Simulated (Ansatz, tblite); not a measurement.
Cost and result up the ladder for Ge₁₉H₂₈, a nanocrystal cut from cubic germanium (47 atoms). Total charge 0; singlet. Geometry: PBE-D4/def2-SVP.

```csv
atom,x (Å),y (Å),z (Å)
Ge1,-1.594,3.154,-1.828
Ge2,-3.453,-1.918,-0.468
Ge3,1.817,1.546,-3.181
Ge4,-0.024,-3.537,-1.826
Ge5,1.861,5.097,-1.358
Ge6,0.039,3.532,1.834
Ge7,3.450,1.932,0.478
Ge8,0.000,-0.001,0.003
Ge9,-1.834,-1.550,3.177
Ge10,1.599,-3.160,1.816
Ge11,-1.861,-5.097,1.355
Ge12,0.580,3.631,-2.843
Ge13,-1.277,-1.464,-1.489
Ge14,-1.245,2.080,0.342
Ge15,-3.109,-3.017,1.690
Ge16,2.177,0.471,-1.014
Ge17,0.316,-4.628,0.337
Ge18,2.208,4.014,0.810
Ge19,0.346,-1.089,2.169
H20,-2.416,2.206,-2.751
H21,-2.399,4.477,-1.655
H22,-4.311,-2.828,-1.398
H23,-4.220,-0.577,-0.264
H24,1.006,0.591,-4.107
H25,3.181,1.845,-3.872
H26,-0.800,-4.490,-2.784
H27,1.352,-3.212,-2.480
H28,1.097,6.440,-1.160
H29,3.240,5.424,-2.006
H30,-0.733,4.861,2.093
H31,0.244,2.819,3.203
H32,4.850,2.243,-0.133
H33,3.669,1.218,1.845
H34,-2.601,-0.211,3.390
H35,-1.657,-2.231,4.568
H36,2.977,-2.829,1.170
H37,1.862,-3.874,3.175
H38,-2.675,-6.057,0.436
H39,-1.657,-5.811,2.725
H40,0.371,4.342,-4.216
H41,-1.470,-0.729,-2.852
H42,-2.621,1.731,0.992
H43,-4.491,-3.343,2.337
H44,2.932,-0.881,-1.209
H45,1.088,-5.967,0.132
H46,3.024,4.966,1.739
H47,1.161,-0.121,3.081
```

Ansatz on 11 threads of AMD EPYC 7R13 on a shared host and a whole NVIDIA H100 80GB HBM3; xTB runs through tblite on one thread. Times are rough, summed over both states, and most runs start from the orbitals of an earlier one. PBE0-D4/def2-TZVP serves as the yardstick here, not as an exact answer. The other state is a doublet.

The xTB rows come from tblite. Single mean-field runs in def2-TZVP are fitted with def2-universal-jkfit. HOMO above LUMO, or a gap near zero within one spin, warns that the state may not be the lowest or that an electron is smeared out.

Run but left out: LDA (SPW92)/def2-TZVP (charge +1 doublet: an occupied level 0.00 eV above an empty one).

Raw xTB energies of ions are shifted by several eV.

```
                          level  functions  wall time  vertical IE (eV)  difference from PBE0-D4/def2-TZVP (eV)                                     remarks
                       GFN2-xTB        199     0.71 s             11.44                                    3.37                                           –
                       GFN1-xTB        227      0.9 s             13.00                                    4.93                                           –
               PBE-D4/def2-TZVP       1080       21 s              7.69                                   -0.37  gap within one spin near zero (+1 doublet)
PBE0-D4/def2-TZVP (with forces)       1080       45 s              8.07                                    0.00                                           –
```
